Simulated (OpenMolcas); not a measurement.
**Pb²⁺: effect of the basis set**

```
Program             : OpenMolcas
Method              : XMS-CASPT2, IPEA 0.25 Eh, imaginary shift 0.1 Eh (closed shells correlated: 5d)
Active space        : 2 electrons in 4 orbitals (6s 6p)
State averaging     : 2S+1 = 3 even, 3 roots; 2S+1 = 1 even, 7 roots; 2S+1 = 3 odd, 3 roots; 2S+1 = 1 odd, 3 roots
Spin-orbit coupling : RASSI with atomic mean-field integrals over the reference wave functions, term energies averaged over their components
```

A. ANO-R2 [8s7p5d3f1g], X2C, finite nucleus; CASPT2 step roughly 1.6 core-seconds
B. ANO-RCC-VTZP [8s7p5d3f2g], DKH2, point nucleus; CASPT2 step of the order of 3 core-seconds
C. ANO-R3 [9s8p6d3f2g1h], X2C, finite nucleus; CASPT2 step roughly 3 core-seconds

Energies in cm⁻¹ above 6s² ¹S₀, the measured ground level; measured values from Moore, Atomic Energy Levels, vol. III, NSRDS-NBS 35 (1971 reprint of NBS Circular 467, 1958).

| Level | A | B | C | Measured |
| --- | --- | --- | --- | --- |
| 6s² ¹S₀ | 0.0 | 0.0 | 0.0 | 0.0 |
| 6s 6p ³P°₀ | 64470 | 64360 | 64710 | 60397 |
| 6s 6p ³P°₁ | 68130 | 68000 | 68370 | 64391 |
| 6s 6p ³P°₂ | 79670 | 79620 | 80110 |  |
| 6s 6p ¹P°₁ | 95750 | 94770 | 95840 | 95340 |
| 6p² ³P₀ | 148700 | 148710 | 149230 | 142551 |
| 6p² ¹D₂ | 156090 | 156770 | 157550 | 178432 |
| 6p² ³P₁ | 159010 | 159360 | 159830 | 155432 |
| 6p² ³P₂ | 172270 | 172780 | 173490 | 164818 |
| 6p² ¹S₀ | 187140 | 186000 | 187560 | 188615 |

Deviations, from unrounded energies. A percentage is the sum of absolute deviations over the sum of measured energies, with the sign that they share, or ± where signs differ.

| Against measurement | Levels | A | B | C |
| --- | --- | --- | --- | --- |
| mean absolute deviation (cm-1) | 8 | 6200 | 6300 | 6300 |
| other configurations (%) | 8 | ±4.7 | ±4.8 | ±4.8 |

A, B, C lie about equally close to measurement. The largest miss of A in the table is 6p² ¹D₂, by -22000 cm-1. The ranking rests on the paired levels alone, and a cruder setting can come out closer through cancelling errors.

The two smallest mean deviations differ by little beside CASPT2's spread within terms, so their order carries little weight.

Among A to C the level of the table that moves most is 6p² ¹S₀, by 1600 cm-1 (lowest in B, highest in C). Moves below CASPT2's spread within the term are not significant.

CASPT2 breaks the degeneracy within a term, and the mean is taken; among the terms shown or strongly mixed into the levels shown the widest spread is 2800 cm-1 (6p² ¹D, B). Over all roots computed the reference weight is 0.79 to 0.93 in A, 0.80 to 0.93 in B, 0.81 to 0.93 in C; the roots of lowest weight are the least certain, and an intruder state may touch them. Some levels mix across a computed gap that differs much from the measured one, so their mixing is not that of the real levels. The ¹D term of p² mixes with s d, which this space lacks. Spin-orbit splittings of 6p shells tend to come out small when the coupling is added on scalar orbitals. Measured partners are found by configuration, term and J. A level has none where our copy of the source lacks it or the pairing is in doubt (some pairs that miss far off the trend of their configuration count as doubtful), and it then counts in no deviation. Levels of configurations outside the active space are missing.

° marks odd parity.
